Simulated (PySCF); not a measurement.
Several species in one continuum solvent.

Level: PBE0/pcSseg-1 in PySCF, non-relativistic, each on one gas-phase PBE0-D3(BJ)/def2-SVP geometry that isn't relaxed in the solvent. The solvent is an IEF-PCM continuum (Bondi radii, 1.10 Å for H, scaled by 1.2). Only the electrostatic response of the medium enters.

Question: Order them by E(solvent) − E(gas) in dimethylsulfoxide (ε = 46.83), most negative first (kcal/mol).
A. `[CH:1]#[C:2][C@@H:3]1[BH:4][CH2:5][CH2:6][C@H:7]1[O:8][CH3:9]` with C6–C7–O8–C9 -77°, C2–C3–B4–C5 -146°, C3–B4–C5–C6 -11°, B4–C5–C6–C7 30°, C5–C6–C7–O8 -159°
B. `[CH:1]#[C:2][C@@H:3]1[BH:4][CH2:5][CH2:6][C@@H:7]1[O:8][CH3:9]` with C6–C7–O8–C9 176°, C2–C3–B4–C5 -102°, C3–B4–C5–C6 9°, B4–C5–C6–C7 -28°, C5–C6–C7–O8 162°
C. `[CH2:1]=[C:2]([C:3]#[C:4][CH3:5])[CH2:6][BH:7][O:8][CH3:9]` with C1–C2–C6–B7 106°, C2–C6–B7–O8 -132°, C6–B7–O8–C9 180°
D. beryllium trimer, `[Be]1[Be][Be]1`

Answer: A (-6.3), B (-5.3), C (-5.1), D (-3.6).

```csv
SMILES,charge,ΔE (kcal/mol),polarisation term (kcal/mol),HOMO shift (eV),dipole gas (D),dipole solvent (D),atoms
C#C[C@@H]1BCC[C@H]1OC,0,-6.3,-7.2,-0.13,2.11,2.89,20
C#C[C@@H]1BCC[C@@H]1OC,0,-5.3,-6.2,-0.08,0.91,1.55,20
C=C(C#CC)CBOC,0,-5.1,-5.8,-0.26,1.84,2.24,20
[Be]1[Be][Be]1,0,-3.6,-4.1,+0.53,0.00,0.01,3
```

The polarisation term is half the interaction of the solute with the induced surface charges.
